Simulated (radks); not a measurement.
All-electron atom: the phosphorus ion P4+ in [Ne] 3s1.

Calculated with a radial shooting solver on a logarithmic mesh with Libxc functionals: scalar-relativistic Kohn-Sham, LDA (Slater exchange, Perdew-Wang correlation), spin-polarised, spherical densities, point nucleus; open shells are filled with parallel spins first.

Energy parts (hartree):
total: -336.72823
kinetic: 337.59603
electron-nucleus: -781.40416
Hartree: 127.55618
exchange-correlation: -20.47628

Orbitals (lengths in bohr, moments of r in powers of bohr; r(90%) holds 90 % of the orbital's charge):
orbital  occ.  eigenvalue (hartree)   <1/r>  r(90%)    <r^2>
1s up       1             -78.44895   14.61   0.186  0.01453
1s down     1             -78.43857   14.60   0.186  0.01453
2s up       1              -8.42895   2.825   0.816   0.3214
2s down     1              -8.41550   2.827   0.814   0.3202
2p up       3              -6.64927   2.724   0.806   0.2912
2p down     3              -6.63557   2.728   0.803   0.2894
3s up       1              -2.19217  0.8744    2.34    2.876
3s down     0              -2.08708  0.8725    2.36    2.918
3p up       0              -1.79490  0.7976    2.55    3.355
3p down     0              -1.69419  0.7898    2.60    3.458
3d up       0              -1.26006  0.6291    2.92    4.197
3d down     0              -1.17059  0.6164    3.04    4.501
4s up       0              -0.93632  0.4233    4.74    12.49
4s down     0              -0.90938  0.4119    4.85    13.10
4f up       0              -0.57540  0.3054    5.48    15.62
4f down     0              -0.55027  0.2856    5.80    17.66

The highest occupied level is 3s up at -59.652 eV. Summed over all electrons, <r^2> = 5.288 bohr^2, which gives a Langevin (diamagnetic) susceptibility term of -4.19 x 10^-6 cm^3/mol.
